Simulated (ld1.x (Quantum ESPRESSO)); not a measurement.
Logarithmic derivatives: cerium, TM

Ce, norm-conserving Troullier–Martins (Kleinman–Bylander form), made with ld1.x (Quantum ESPRESSO) 7.5 (PBEsol, scalar-relativistic). Core [Xe] 4f1, reference 5d1 6s2 6p0. Waves: 6s (bound): rc 3.15 bohr; 6p (bound, empty): rc 3.65 bohr; 5d (bound): rc 3.80 bohr. Local part: the d channel. Core correction: none.

The phase is arctan(r·u′/u) with u = r·R(r), unwrapped; energies in Ry, scanned from -2 to 5 Ry. A pole is an energy at which the radial function vanishes at the test radius. The pseudo phase is shifted by a multiple of π to meet the all-electron one at the reference energy, and phase errors are pseudo minus all-electron; the curves can meet again beyond the range given. Levels narrower than the energy grid can be missing from the lists of poles.

| channel | radius (bohr) | reference energy (Ry) | poles, all-electron | poles, pseudo | unbroken range about the reference energy with phases within 0.05 rad | phase error 1 Ry above the reference energy (rad) |
| --- | --- | --- | --- | --- | --- | --- |
| s | 4.09 | -0.28 | 0.60, 4.42 | -1.16, 0.59, 3.17 | -1.1 to 1.5 | -0.003 |
| p | 4.09 | -0.10 | -1.69, 1.29 | 1.50, 4.64 | -1.5 to -0.1 | +0.051 |
| d | 4.09 | -0.23 | -0.01, 2.62 | -0.01, 2.65 | below 0.8 | +0.034 |

Note: ghost state, extra bound levels that the all-electron valence spectrum of the same l lacks: s at -16.0 eV. A true bound ghost makes a file unfit for plane-wave use.

Phases in the p channel:

```tsv
E (Ry)	all-electron	pseudo
-2.00	1.359	-1.762
-1.52	-1.752	-1.796
-1.04	-1.833	-1.854
-0.56	-1.963	-1.984
-0.08	-2.516	-2.518
0.40	-4.265	-4.144
0.88	-4.610	-4.558
1.36	-4.725	-4.686
1.84	-4.807	-4.768
2.32	-4.915	-4.865
2.80	-5.243	-5.173
3.28	-7.144	-7.378
3.76	-7.641	-7.724
4.24	-7.755	-7.811
4.72	-7.810	-7.861
```
